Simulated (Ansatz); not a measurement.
Consider the formal hydrolysis of the Si–Cl bond: `N[Si](Cl)(Cl)Cl` + H₂O → `N[Si](O)(Cl)Cl` + HCl.

Gas-phase electronic energies from Ansatz, PBE0-D4/def2-TZVP geometries. CBS: MP2 limit from def2 TZ/QZ plus the TZ coupled-cluster correction, frozen cores. This one scheme is used for every species. Functionals use def2-TZVPP. B3LYP here is the variant with VWN-RPA as its local correlation; programs differ in this. One conformer a species, not always the lowest.

(1) Is it downhill or uphill in electronic energy at CCSD(T)/CBS, and by how much? (Estimate.)

(2) What do these levels give: PBE-D4, PBE0-D4, ωB97M-V, PBE, r2SCAN, PBE0, B3LYP, HF/def2-TZVPP, MP2/def2-TZVPP, MP2/def2-QZVPP, SCS-MP2/def2-QZVPP, MP2/CBS(def2)? (Estimate.)

Largest T1 diagnostic among the species: 0.010.

Answers

(1) Ansatz gave: Downhill: ΔE = -0.14 eV.

(2) Computed: PBE-D4 -0.08, PBE0-D4 -0.10, ωB97M-V -0.16, PBE -0.11, r2SCAN -0.17, PBE0 -0.12, B3LYP -0.20, HF/def2-TZVPP -0.28, MP2/def2-TZVPP -0.14, MP2/def2-QZVPP -0.10, SCS-MP2/def2-QZVPP -0.15, MP2/CBS(def2) -0.07 eV.

In def2-TZVPP, CCSD(T) changes the Hartree–Fock value by +0.07 eV (the triples alone add +0.02 eV) and MP2 by +0.13 eV. The D4 term adds +0.04 eV with B3LYP and +0.02 eV with PBE0; it sums over pairs of atoms, weighted by their polarisabilities, and B3LYP, whose exchange is more repulsive, gets the larger term.
